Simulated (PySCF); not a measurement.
# Correlation energy of Sb²⁺ (antimony, charge +2)

Starting occupation: [Kr] 4d10 5s1 5p2, 5s1/2 with m_j = +1/2, 5p3/2 with m_j = +1/2, +3/2. All numbers are calculated (PySCF 2.14, X2C-1e with screened-nucleus spin-orbit coupling, Gaussian nucleus, in x2c-TZVPall-2c with one added diffuse shell each of s, p, d, f type (9s10p6d3f, 90 functions)). Frozen: [Ar] 3d10; 21 electrons correlated; the 6 highest virtual spinors left out.

MP2 pair energies summed by pair of shells (mhartree):

```
 pair   energy  share (%)
4d-4d  -158.70       46.5
4d-4p   -58.70       17.2
4d-5p   -38.13       11.2
4d-5s   -22.18        6.5
4p-4p   -20.10        5.9
4d-4s   -14.64        4.3
4p-4s    -9.80        2.9
5p-5p    -4.49        1.3
4p-5p    -4.12        1.2
5p-5s    -4.09        1.2
4p-5s    -3.58        1.1
4s-4s    -1.63        0.5
4s-5p    -0.54        0.2
4s-5s    -0.40        0.1
```

Total MP2 correlation energy: -341.10 mhartree.

The GHF reference relaxed away from the jj start to a determinant that is no pure jj level (⟨S²⟩ = 3.73, ⟨J²⟩ = 8.76); the energies belong to that determinant.

This basis was not built for core-valence correlation, so the inner-shell part is incomplete.
